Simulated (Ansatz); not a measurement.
Reactions of CH₃FOSSi, SMILES `OC1S[SiH]1F`.

Isolated molecules relaxed with PBE0-D4/def2-TZVP in Ansatz; ΔE leaves out vibrations. CCSD(T)/CBS is the MP2 limit (def2-TZVPP, def2-QZVPP) plus CCSD(T) − MP2 in def2-TZVPP, frozen cores. This one scheme is used for every species, atoms too. Functionals use def2-TZVPP. B3LYP here is the variant with VWN-RPA as its local correlation; programs differ in this. Open shells (•) are unrestricted, without spin–orbit coupling. Spin–orbit coupling would lower the free atoms: a little for C, F, O, S, Si. Each species was taken in one conformer, which may not be the lowest.

```json
{"reaction": "`O[C@@H]1S[Si@H]1F` + H₂O → `O[C@@H]1S[Si@@H]1O` + H–F", "ωB97X-V (kJ/mol)": "30", "HF/CBS(def2) (kJ/mol)": "36", "B3LYP-D4 (kJ/mol)": "31", "r2SCAN-D4 (kJ/mol)": "31", "CCSD(T)/CBS(def2) (kJ/mol)": "28"}
{"reaction": "`O[C@@H]1S[Si@H]1F` + H₂ → `OC1[SiH2]S1` + H–F", "ωB97X-V (kJ/mol)": "117", "HF/CBS(def2) (kJ/mol)": "116", "B3LYP-D4 (kJ/mol)": "120", "r2SCAN-D4 (kJ/mol)": "125", "CCSD(T)/CBS(def2) (kJ/mol)": "113"}
{"reaction": "`O[C@@H]1S[Si@H]1F` + H–F → `F[C@H]1S[Si@@H]1F` + H₂O", "ωB97X-V (kJ/mol)": "6", "HF/CBS(def2) (kJ/mol)": "5", "B3LYP-D4 (kJ/mol)": "9", "r2SCAN-D4 (kJ/mol)": "8", "CCSD(T)/CBS(def2) (kJ/mol)": "13"}
{"reaction": "`O[C@@H]1S[Si@H]1F` → `O[Si@H]1S[C@H]1F`", "ωB97X-V (kJ/mol)": "36", "HF/CBS(def2) (kJ/mol)": "40", "B3LYP-D4 (kJ/mol)": "39", "r2SCAN-D4 (kJ/mol)": "38", "CCSD(T)/CBS(def2) (kJ/mol)": "41"}
{"reaction": "`O[C@@H]1S[Si@H]1F` + `C=C[SiH](O)[SiH2]O` → `OC1[SiH2]S1` + `C=C[Si@@H](O)[Si@@H](O)F`", "ωB97X-V (kJ/mol)": "-20", "HF/CBS(def2) (kJ/mol)": "-22", "B3LYP-D4 (kJ/mol)": "-19", "r2SCAN-D4 (kJ/mol)": "-19", "CCSD(T)/CBS(def2) (kJ/mol)": "-20"}
{"reaction": "`O[C@@H]1S[Si@H]1F` → C• + F• + 3 H• + O• + S• + Si•", "ωB97X-V (kJ/mol)": "2995", "HF/CBS(def2) (kJ/mol)": "2043", "B3LYP-D4 (kJ/mol)": "2957", "r2SCAN-D4 (kJ/mol)": "3003", "CCSD(T)/CBS(def2) (kJ/mol)": "2988"}
{"reaction": "`O[C@@H]1S[Si@H]1F` → `OC1(F)[SiH2]S1`", "ωB97X-V (kJ/mol)": "188", "HF/CBS(def2) (kJ/mol)": "206", "B3LYP-D4 (kJ/mol)": "193", "r2SCAN-D4 (kJ/mol)": "191", "CCSD(T)/CBS(def2) (kJ/mol)": "201"}
{"reaction": "`O[C@@H]1S[Si@H]1F` + H₂ → `F[SiH]1CS1` + H₂O", "ωB97X-V (kJ/mol)": "-102", "HF/CBS(def2) (kJ/mol)": "-122", "B3LYP-D4 (kJ/mol)": "-97", "r2SCAN-D4 (kJ/mol)": "-95", "CCSD(T)/CBS(def2) (kJ/mol)": "-110"}
```

Largest T1 diagnostic: 0.014, for `OC1(F)[SiH2]S1`.
